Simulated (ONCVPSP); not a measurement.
u(r) = r·R(r): atom against pseudo-atom (chlorine)

Columns: radius, all-electron u(r) and pseudo u(r) of the 3p shell (level -31.68 eV) of chlorine in the configuration [Ne] 3s2 3p3; PBE, scalar-relativistic, ONCV scheme, ONCVPSP 4.0.1.

```csv
r (bohr),all-electron,pseudo
0.072,-0.1446,0.0061
0.145,-0.3248,0.0247
0.217,-0.4069,0.0552
0.290,-0.3919,0.0977
0.362,-0.3080,0.1498
0.435,-0.1814,0.2109
0.507,-0.0379,0.2767
0.580,0.1110,0.3466
0.652,0.2513,0.4165
0.725,0.3810,0.4869
0.798,0.4949,0.5557
0.870,0.5906,0.6206
0.942,0.6700,0.6811
1.015,0.7343,0.7356
1.088,0.7830,0.7811
1.160,0.8171,0.8151
1.232,0.8387,0.8377
1.305,0.8494,0.8491
1.378,0.8504,0.8504
1.450,0.8433,0.8433
1.522,0.8296,0.8295
1.595,0.8101,0.8101
1.668,0.7862,0.7861
1.740,0.7592,0.7592
1.812,0.7298,0.7297
1.885,0.6981,0.6981
```

Problem. How many radial nodes do the two functions have?

Solution. The all-electron 3p function has n − l − 1 = 1; the pseudo-wave has 0, since the states of the same l below it are removed with the core.

Problem. At about which radius was the pseudo-wave matched?

Solution. 1.45 bohr. The columns agree to 0.0005 from 1.30 bohr on; several derivatives are matched, so the curves merge somewhat inside the radius.

Problem. Where does each function peak?

Solution. Outermost all-electron maximum near 1.38 bohr, pseudo maximum near 1.38 bohr (to the table’s step).

Problem. Is the pseudo-wave norm-conserving?

Solution. Yes: the ONCV scheme keeps the norm inside the radius equal to the all-electron one, which fixes the energy derivative of the logarithmic derivative at the level.
